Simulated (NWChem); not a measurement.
System: GeBrF, singlet; SMILES [F][Ge][Br]

Here is an NWChem input.

```
start job
memory heap 200 mb stack 900 mb global 1100 mb
geometry units angstroms
  Ge     0.401586     0.987975     0.000000
  F     -1.250908     1.629285     0.000000
  Br    -0.057222    -1.336888     0.000000
end
basis spherical
  * library sto-3g
end
dft
  xc hfexch
  iterations 150
end
driver
  maxiter 120
end
task dft optimize
task dft freq
```

Low-valent species are run as closed-shell singlets; no triplet was tried in these runs. This build's default masses of Se (78.918 u) and Br (79.917 u) are each other's, which moves their modes by up to 0.6 %.

The level has its own optimisation; frequencies are unscaled.

Q: Give the results of this calculation. (Hartree-Fock/STO-3G.) Quantities: r F–Ge (Å); r Br–Ge (Å); highest harmonic frequency (cm⁻¹); lowest (cm⁻¹); zero-point energy (kcal/mol); dipole (D).

A: 
| Quantity | Value |
|---|---|
| r F–Ge (Å) | 1.635 |
| r Br–Ge (Å) | 2.296 |
| highest harmonic frequency (cm⁻¹) | 751 |
| lowest (cm⁻¹) | 265 |
| zero-point energy (kcal/mol) | 2.0 |
| dipole (D) | 2.24 |
